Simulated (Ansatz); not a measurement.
`[NH2][Ge]([NH2])([NH2])[NH2]` at its PBE0-D4/def2-TZVP geometry, where that method's forces vanish. Total charge 0; spin multiplicity 1.

```xyz
13

N     0.0760    0.0117   -1.8067
Ge   -0.0025    0.0582    0.0249
N    -1.0939    1.4903    0.3414
N    -0.7727   -1.2627    1.0375
N     1.7331    0.1206    0.5703
H     0.5729   -0.7733   -2.2018
H    -0.8208    0.1019   -2.2630
H    -1.2275    1.6867    1.3238
H    -0.7926    2.3377   -0.1195
H    -0.3619   -2.1800    0.9425
H    -1.7750   -1.3345    0.9339
H     2.0128   -0.4561    1.3457
H     2.4521    0.1996   -0.1290
```

**Question.** What forces (eV/Å) does ωB97M-V/def2-TZVPP give on these atoms in Ansatz 0.2.0? (An estimate is asked.)

**Answer.** The calculation gave: 
```
N1  -0.021 -0.046 -0.008
Ge2 -0.008  0.025  0.009
N3   0.018  0.037  0.022
N4  -0.013 -0.034 -0.037
N5   0.024 -0.013  0.001
H6  -0.015  0.025 -0.011
H7   0.031 -0.003 -0.005
H8  -0.008  0.011 -0.031
H9  -0.024 -0.013  0.020
H10 -0.024  0.013  0.015
H11  0.025 -0.012  0.016
H12  0.014  0.014 -0.019
H13  0.001 -0.006  0.027
```
